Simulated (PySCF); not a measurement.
ClFH2N2W, SMILES [NH]=[W](=[NH])([F])[Cl], multiplicity 1.

The structure is a stationary point at B3LYP-D3(BJ)/def2-SVP. The spin state was assumed, not searched. The structure was generated by enumeration; whether it is a known compound was not checked. The def2 effective core potentials stand for the cores of W; spin–orbit coupling is left out.

Two levels are set side by side: TDDFT-PBE/def2-SVPD (PySCF) and TDDFT-M06-2X/def2-SVPD (PySCF). Vertical, same geometry. The lowest singlet is HOMO→LUMO 94 % with PBE and HOMO−1→LUMO 42 %, HOMO→LUMO+1 39 % with the other functional; states are paired by order. Differences are taken from unrounded values.

```json
[
 {"quantity": "lowest singlet excitation (eV)", "TDDFT-M06-2X": "4.62"},
 {"quantity": "lowest triplet excitation (TDA) (eV)", "TDDFT-M06-2X": "4.15"}
]
```

Problem. What does TDDFT-PBE give, and how far is it from TDDFT-M06-2X? (Estimate from the structure and the level; the computed values follow.)

Solution. 
```
quantity                              TDDFT-PBE  TDDFT-PBE minus TDDFT-M06-2X
------------------------------------  ---------  ----------------------------
lowest singlet excitation (eV)             4.20                         -0.42
lowest triplet excitation (TDA) (eV)       3.80                         -0.35
```

A lower first singlet is the usual sign of a functional without exact exchange. Differences between two approximate levels are no errors against the true value.

Rough cost on one machine, each run with all the roots and properties that it gave: TDDFT-M06-2X against TDDFT-PBE about 10 times.
